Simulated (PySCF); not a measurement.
**Electron correlation in C(2+) (carbon, charge +2)**

[He] 2s2, closed-shell 1S. Computed with PySCF 2.14 in def2-TZVPPD, with no relativity, point nucleus. Frozen: nothing; 4 electrons correlated.

```json
{"level": "CCSD", "correlation energy (mhartree)": "-88.13"}
{"level": "(T)", "correlation energy (mhartree)": "-0.27"}
{"level": "CCSD(T)", "correlation energy (mhartree)": "-88.40"}
{"level": "CCSDT", "correlation energy (mhartree)": "-88.41"}
```

Diagnostics: T1 = 0.0060, D1 = 0.0120, largest double amplitude 0.155.

Question: Is a single reference adequate?

Answer: Not fully. A double-excitation amplitude exceeds 0.15, a sign of near-degeneracy.

This basis was not built for core-valence correlation, so the inner-shell part is incomplete.
